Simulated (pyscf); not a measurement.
Structures and frequencies: ωB97X-D3(BJ)/def2-SVP in PySCF. MP2 and CC: frozen core, UHF for open shells. ΔMP2 is the change of the MP2 total energy from the triple- to the quadruple-zeta basis. Singlets are restricted, triplets unrestricted.

Singlet (Å):
```xyz
4

O      0.2889    -0.3175    -0.8340
Ge     1.5628     0.5239     0.0616
Cl     1.1045    -0.3103     2.0586
H     -0.2724    -0.8996    -0.3018
```

Triplet (Å):
```xyz
4

O     -1.1625     0.7369    -0.1646
Ge    -0.9952    -0.7341     0.8476
Cl    -0.4799    -2.5964    -0.1537
H     -2.0894     0.8660    -0.4123
```

Task: For these two minima of HO–Ge:–Cl, which spin state lies lower at CCSD(T)/def2-TZVPP + ΔMP2(QZVPP), and by how much (electronic energies)?

Result: The singlet, by 69.8 kcal/mol. Zero-point energy shifts E(triplet) − E(singlet) by -0.3 kcal/mol. Other isomers of HO–Ge:–Cl [singlet] were not searched in full and may lie lower. 

E(triplet) − E(singlet) by level (kcal/mol):

```
level                               gap
--------------------------------  -----
ωB97X-D3(BJ)/def2-TZVP            +70.0
PBE/def2-TZVP                     +66.0
r²SCAN/def2-TZVP                  +62.8
B3LYP-D3(BJ)/def2-TZVP            +69.2
PBE0-D3(BJ)/def2-TZVP             +64.8
M06-2X/def2-TZVP                  +62.8
ωB97M-D3(BJ)/def2-TZVP            +70.6
HF/def2-TZVP                      +51.3
MP2/def2-QZVPP                    +69.7
CCSD/def2-TZVPP                   +65.4
CCSD(T)/def2-TZVPP                +66.1
CCSD(T)/def2-TZVPP + ΔMP2(QZVPP)  +69.8
```

The triplet is the lowest one reached from the SCF start used. The CCSD(T) − MP2 part came from Ansatz, without density fitting, on the same reference. The frozen core leaves the outer d or s,p core shells of the metals and heavy elements correlated in the MP2 and CC values, and def2-TZVPP describes them poorly, which can shift differences by a few kcal/mol. Elements up to Kr have no core potential and no relativistic terms here.
